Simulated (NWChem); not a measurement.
System: ZnHF; SMILES [ZnH][F]

Results from NWChem. Pople sets run with spherical d functions. Each level has its own optimisation; frequencies are unscaled.

```
level                                 r H–Zn (Å)  r F–Zn (Å)  highest harmonic frequency (cm⁻¹)  lowest (cm⁻¹)  zero-point energy (kcal/mol)  dipole (D)
------------------------------------  ----------  ----------  ---------------------------------  -------------  ----------------------------  ----------
Hartree-Fock/3-21G                         1.535       1.703                               1777            307                           4.5        1.61
Hartree-Fock/6-31G*                        1.544       1.729                               1929            409                           5.0        1.81
B3LYP/6-31G*                               1.504       1.714                                ___            ___                           5.1         ___
LDA (Slater exchange, VWN5)/def2-SVP       1.492       1.717                               1968            469                           5.2        1.84
PBE0/def2-SVP                              1.513       1.743                               1951            457                           5.1        2.01
```

Question: Fill in the missing entries.

Answer: 
- B3LYP/6-31G*, highest harmonic frequency (cm⁻¹): 1986
- B3LYP/6-31G*, lowest (cm⁻¹): 422
- B3LYP/6-31G*, dipole (D): 1.53
